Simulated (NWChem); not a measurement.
# Correlation energy of silicon monosulfide (SSi)

```
Si
S 1 1.9396
```
Charge 0, spin multiplicity 1.

Everything below was run with NWChem. Structure: optimised with PBE0/def2-SVP, a minimum by its harmonic frequencies.

Basis set: cc-pVDZ. Each correlation energy counts from its own Hartree-Fock reference.

The correlated methods keep 10 core orbitals frozen. Coupled-cluster values serve here as a point of comparison, not as the truth.

Question: Order these methods by the correlation energy they give, lowest first: RI-MP2, SCS-MP2, CR-CCSD[T], CCSD, CCSD+T(CCSD), CCSD(T).

Answer: CCSD+T(CCSD) (-237.6 mHa), CCSD(T) (-236.6 mHa), CR-CCSD[T] (-235.0 mHa), CCSD (-225.6 mHa), RI-MP2 (-204.0 mHa), SCS-MP2 (-200.0 mHa)
